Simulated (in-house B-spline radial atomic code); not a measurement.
Settings and results of a run for neutral bromine. Method: non-relativistic LC-wPBE, spin-polarised, spherical fractional occupations, point nucleus. Calculated with a radial B-spline atomic code at the basis-set limit.

Command:
```bash
python run_scf.py task.json out
```
Settings:
```
Z                35
configuration    [Ar] 3d10 4s2 4p5
hamiltonian      nr
method           lc_wpbe
spin_polarised   True
```

Output (hartree, bohr):
```
 radial grid: 58 intervals, B-splines of order 8, outer radius 50 bohr

 iter        energy (Eh)    residual
    1       -2573.001753    4.43e-01
    2       -2573.432089    1.24e-01
    3       -2573.715529    2.03e-02
    4       -2573.717137    8.00e-03
    5       -2573.717624    1.17e-03
    6       -2573.717657    2.95e-04
    7       -2573.717663    9.85e-05
    8       -2573.717664    2.78e-05
    9       -2573.717664    1.00e-05
   10       -2573.717664    9.60e-07
   11       -2573.717664    1.04e-07

 total energy                     -2573.71766
 kinetic                            2572.1538
 electron-nucleus                  -6153.5870
 Hartree                            1098.5364
 exact exchange                       -7.4072
 exchange-correlation                -83.4136

 orbital      occ     eigenvalue          <r>       <r^2>       <1/r>       r_max
 1s up      1.000      -481.2094     0.043682  0.00255524     34.5012     0.02885
 1s down    1.000      -481.2071    0.0436818  0.00255522     34.5013     0.02885
 2s up      1.000       -62.0248     0.193672   0.0441509     7.64852       0.163
 2s down    1.000       -62.0237     0.193671   0.0441499      7.6485       0.163
 2p up      3.000       -55.9207     0.167152   0.0341322     7.62554      0.1291
 2p down    3.000       -55.9186     0.167153   0.0341324     7.62545      0.1291
 3s up      1.000        -8.6757     0.562376    0.363629     2.52493      0.4937
 3s down    1.000        -8.6726     0.562324    0.363517     2.52489      0.4938
 3p up      3.000        -6.5392     0.568907    0.378985     2.41197      0.4855
 3p down    3.000        -6.5358     0.568875    0.378895     2.41187      0.4855
 3d up      5.000        -2.7292     0.588674    0.429784     2.15575      0.4309
 3d down    5.000        -2.7250     0.587819     0.42807     2.15734      0.4309
 4s up      1.000        -0.9476      1.72939     3.44063    0.765491       1.458
 4s down    1.000        -0.8949      1.72426     3.42527    0.769749        1.45
 4p up      3.000        -0.4633      2.07288     5.03447    0.634866        1.67
 4p down    2.000        -0.3297      2.14274      5.4433    0.618809       1.684
```

Time taken, with all properties: 1.8 s on 1 thread of Arm Neoverse V2, with other jobs on the host.

Caution: exact exchange at fractional occupations of open shells leaves self-interaction of up to several eV.
